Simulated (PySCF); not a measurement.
Species: C3H5Sb.
Geometry (PBE0-D3(BJ)/def2-SVP, Å), atoms numbered from 1 in this order:
```xyz
9
C3H5Sb angstrom
C     -2.2414    0.3981    0.2850
C     -1.1440   -0.1090    0.1847
C      0.1823   -0.6637    0.0712
Sb     1.6966    0.9014    0.4489
H     -3.2177    0.8359    0.3754
H      0.3521   -1.4574    0.8150
H      0.3656   -1.0809   -0.9293
H      2.9679   -0.0509   -0.2159
H      1.4160    1.6405   -1.0746
```

The calculation used PBE0-D3(BJ)/def2-SVP geometry optimisation, gas phase, def2 core potentials past Kr in PySCF.

Masses are those of the commonest isotopes; rigid-rotor values at the optimised geometry. The values belong to one conformer with, in the numbering `[CH:1]#[C:2][CH2:3][SbH2:4]`, C2–C3–Sb4–H -165° and -74°.

(1) Give the principal moments of inertia and the rotational constants in GHz.

(2) Classify the top.

(3) Is it planar, by Δ = Ic − Ia − Ib?

(4) Which lines would a microwave search look for?

Answers

(1) Ia = 33.55, Ib = 293.16, Ic = 317.71 u·Å²; 505379 MHz·u·Å²/I gives 15062, 1724 and 1591 MHz, that is A = 15.062, B = 1.7239, C = 1.5907 GHz.

(2) A near-prolate asymmetric top; Ray's κ = -0.980.

(3) Not planar: Δ = Ic − Ia − Ib = -9.00 u·Å². For a rigid frame Δ = −2 Σ m c², so Σ m c² = 4.50 u·Å² lies off the ab plane: 4.46 from hydrogen and 0.04 from heavier atoms. The atom farthest from that plane is 1.62 Å away.

(4) The dipole components are |μa| = 0.40 D, |μb| = 0.39 D, |μc| = 0.11 D. Intensities carry the squares of the components, which stand as 1.00 : 0.95 : 0.08 (a : b : c). Some of the stronger lines:

```json
{"type": "a", "branch": "Q", "J(Ka,Kc)": "2(1,1) ← 2(1,2)", "MHz": "400", "lower level (cm⁻¹)": "0.772"}
{"type": "a", "branch": "Q", "J(Ka,Kc)": "3(1,2) ← 3(1,3)", "MHz": "799", "lower level (cm⁻¹)": "1.097"}
{"type": "a", "branch": "R", "J(Ka,Kc)": "2(1,2) ← 1(1,1)", "MHz": "6496", "lower level (cm⁻¹)": "0.555"}
{"type": "a", "branch": "R", "J(Ka,Kc)": "2(0,2) ← 1(0,1)", "MHz": "6628", "lower level (cm⁻¹)": "0.111"}
{"type": "a", "branch": "R", "J(Ka,Kc)": "2(1,1) ← 1(1,0)", "MHz": "6762", "lower level (cm⁻¹)": "0.560"}
{"type": "a", "branch": "R", "J(Ka,Kc)": "3(0,3) ← 2(0,2)", "MHz": "9940", "lower level (cm⁻¹)": "0.332"}
{"type": "a", "branch": "R", "J(Ka,Kc)": "3(2,2) ← 2(2,1)", "MHz": "9944", "lower level (cm⁻¹)": "2.120"}
{"type": "a", "branch": "R", "J(Ka,Kc)": "3(2,1) ← 2(2,0)", "MHz": "9948", "lower level (cm⁻¹)": "2.120"}
{"type": "a", "branch": "R", "J(Ka,Kc)": "3(1,2) ← 2(1,1)", "MHz": "10143", "lower level (cm⁻¹)": "0.786"}
{"type": "b", "branch": "Q", "J(Ka,Kc)": "1(1,0) ← 1(0,1)", "MHz": "13472", "lower level (cm⁻¹)": "0.111"}
{"type": "b", "branch": "Q", "J(Ka,Kc)": "2(1,1) ← 2(0,2)", "MHz": "13606", "lower level (cm⁻¹)": "0.332"}
{"type": "b", "branch": "Q", "J(Ka,Kc)": "3(1,2) ← 3(0,3)", "MHz": "13809", "lower level (cm⁻¹)": "0.663"}
{"type": "b", "branch": "R", "J(Ka,Kc)": "1(1,1) ← 0(0,0)", "MHz": "16653", "lower level (cm⁻¹)": "0.000"}
{"type": "b", "branch": "R", "J(Ka,Kc)": "2(1,2) ← 1(0,1)", "MHz": "19835", "lower level (cm⁻¹)": "0.111"}
{"type": "b", "branch": "R", "J(Ka,Kc)": "3(1,3) ← 2(0,2)", "MHz": "22950", "lower level (cm⁻¹)": "0.332"}
{"type": "b", "branch": "Q", "J(Ka,Kc)": "3(2,1) ← 3(1,2)", "MHz": "39821", "lower level (cm⁻¹)": "1.124"}
{"type": "b", "branch": "Q", "J(Ka,Kc)": "2(2,0) ← 2(1,1)", "MHz": "40016", "lower level (cm⁻¹)": "0.786"}
{"type": "b", "branch": "Q", "J(Ka,Kc)": "3(2,2) ← 3(1,3)", "MHz": "40615", "lower level (cm⁻¹)": "1.097"}
{"type": "b", "branch": "Q", "J(Ka,Kc)": "3(3,0) ← 3(2,1)", "MHz": "67021", "lower level (cm⁻¹)": "2.452"}
{"type": "b", "branch": "Q", "J(Ka,Kc)": "3(3,1) ← 3(2,2)", "MHz": "67026", "lower level (cm⁻¹)": "2.452"}
{"type": "b", "branch": "R", "J(Ka,Kc)": "3(3,0) ← 2(2,1)", "MHz": "76970", "lower level (cm⁻¹)": "2.120"}
```

No frequency check. Zero-point vibration and centrifugal distortion are left out.
